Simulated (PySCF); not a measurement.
**Spinor energies of B (boron, neutral)**

Start: [He] 2s2 2p1; 2p1/2 filled at m_j = +1/2. Calculated with PySCF 2.14 in x2c-QZVPPall-2c (7s4p3d2f1g, 57 functions): generalised Hartree-Fock with the X2C-1e Hamiltonian and a Gaussian nucleus; one run each with spin-orbit coupling (SO) switched off, then screened by Boettger's factors.

| spinor shell | electrons | ε, spin-free (eV) | ε, screened SO (eV) | weight of nominal j (screened SO) | rms radius, screened SO (bohr) |
| --- | --- | --- | --- | --- | --- |
| 1s1/2 | 2 | -209.41 | -209.40 | 1.000 | 0.378 |
| 2s1/2 | 2 | -13.514 | -13.513 | 0.996 | 2.17 |
| 2p1/2 | 1 | -8.727 | -8.729 | 0.901 | 2.45 |

| quantity | spin-free | screened SO |
| --- | --- | --- |
| E (hartree) | -24.54105 | -24.54110 |
| M_J | 1/2 | 1/2 |
| ⟨J²⟩ | 1.067 | 1.061 |
| ⟨L²⟩ | 2.042 | 2.042 |
| ⟨S²⟩ | 0.764 | 0.764 |

The determinant has a definite M_J but mixes levels of different J.

Each row is a mean over spinors that exchange with the open shell spreads, by up to 0.797 eV (2s1/2).

Without spin-orbit coupling the j labels of p, d and f shells carry no meaning; the spin-free column gives the mean over the occupied spinors of each nl shell, and its ⟨J²⟩ belongs to a mixture of degenerate components.
